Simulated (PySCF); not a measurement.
Compound: C8H13P.
Bonds: C1–C2 (triple), C2–P3, P3–C4, C4–C5, C5–C6, C6–C7, C7–C8, C8–C9, P3–C9. Hydrogens: H10 on C1; H11, H12 on C4; H13, H14 on C5; H15, H16 on C6; H17, H18 on C7; H19, H20 on C8; H21, H22 on C9.

The same species was optimised twice, with GFN2-xTB and with PBE0-D3(BJ)/def2-SVP (PySCF), and the same property calculations (PySCF, gas phase) were run on both structures.

```tsv
coordinate	GFN2-xTB	PBE0-D3(BJ)/def2-SVP	change
C1≡C2 (Å)	1.203	1.217	+0.014
C2–P3 (Å)	1.769	1.773	+0.004
P3–C4 (Å)	1.869	1.865	-0.004
P3–C9 (Å)	1.869	1.866	-0.003
C5–C6 (Å)	1.528	1.530	+0.002
C6–C7 (Å)	1.534	1.535	+0.001
C4–C5 (Å)	1.528	1.529	+0.001
C8–C9 (Å)	1.524	1.525	+0.001
C7–C8 (Å)	1.530	1.530	0.000
C2–P3–C4 (°)	95.9	98.9	+3.0
C2–P3–C9 (°)	95.4	98.4	+3.0
C4–C5–C6 (°)	113.5	116.1	+2.6
C7–C8–C9 (°)	114.2	116.5	+2.3
C5–C6–C7 (°)	114.7	116.8	+2.1
C1–C2–P3 (°)	174.0	175.8	+1.8
C6–C7–C8 (°)	113.2	114.7	+1.5
C4–P3–C9 (°)	97.8	98.9	+1.1
```

Rotational constants: A = 2463, B = 1018, C = 805.4 MHz (GFN2-xTB) against A = 2478, B = 982.3, C = 777.9 MHz (PBE0-D3(BJ)/def2-SVP). Point groups within 0.08 Å: C1 and C1.

On the GFN2-xTB structure: HOMO (eV) -6.63 [PBE0/pcSseg-1]; LUMO (eV) 0.36 [PBE0/pcSseg-1]; dipole (D) 1.53 [PBE0/pcSseg-1]; GIAO shielding of C1 (ppm) 86.8 [PBE0/pcSseg-1]; GIAO shielding of C2 (ppm) 95.1 [PBE0/pcSseg-1]; GIAO shielding of P3 (ppm) 405.5 [PBE0/pcSseg-1]; GIAO shielding of C4/C9 (mean) (ppm) 147.4 [PBE0/pcSseg-1]; GIAO shielding of C5/C8 (mean) (ppm) 155.7 [PBE0/pcSseg-1]; GIAO shielding of C6/C7 (mean) (ppm) 156.5 [PBE0/pcSseg-1].

**Question.** What do these properties become on the PBE0-D3(BJ)/def2-SVP structure?

**Answer.** 
```json
{"property": "HOMO (eV)", "level": "PBE0/pcSseg-1", "on GFN2-xTB": "-6.63", "on PBE0-D3(BJ)/def2-SVP": "-6.49", "change": "+0.14"}
{"property": "LUMO (eV)", "level": "PBE0/pcSseg-1", "on GFN2-xTB": "0.36", "on PBE0-D3(BJ)/def2-SVP": "0.23", "change": "-0.13"}
{"property": "dipole (D)", "level": "PBE0/pcSseg-1", "on GFN2-xTB": "1.53", "on PBE0-D3(BJ)/def2-SVP": "1.57", "change": "+0.04"}
{"property": "energy, GFN2-xTB geometry as zero (kcal/mol)", "level": "PBE0/pcSseg-1", "on GFN2-xTB": "0.0", "on PBE0-D3(BJ)/def2-SVP": "-1.5", "change": "-1.5"}
{"property": "GIAO shielding of C1 (ppm)", "level": "PBE0/pcSseg-1", "on GFN2-xTB": "86.8", "on PBE0-D3(BJ)/def2-SVP": "83.5", "change": "-3.3"}
{"property": "GIAO shielding of C2 (ppm)", "level": "PBE0/pcSseg-1", "on GFN2-xTB": "95.1", "on PBE0-D3(BJ)/def2-SVP": "95.2", "change": "+0.1"}
{"property": "GIAO shielding of P3 (ppm)", "level": "PBE0/pcSseg-1", "on GFN2-xTB": "405.5", "on PBE0-D3(BJ)/def2-SVP": "389.0", "change": "-16.5"}
{"property": "GIAO shielding of C4/C9 (mean) (ppm)", "level": "PBE0/pcSseg-1", "on GFN2-xTB": "147.4", "on PBE0-D3(BJ)/def2-SVP": "148.3", "change": "+0.9"}
{"property": "GIAO shielding of C5/C8 (mean) (ppm)", "level": "PBE0/pcSseg-1", "on GFN2-xTB": "155.7", "on PBE0-D3(BJ)/def2-SVP": "155.0", "change": "-0.7"}
{"property": "GIAO shielding of C6/C7 (mean) (ppm)", "level": "PBE0/pcSseg-1", "on GFN2-xTB": "156.5", "on PBE0-D3(BJ)/def2-SVP": "155.6", "change": "-0.9"}
```

The heavy atoms differ by 0.051 Å rms after alignment. Among bonds between heavy atoms C1≡C2 changes most (+0.014 Å). Changes are differences of the printed values. Neither structure is proved a minimum here.
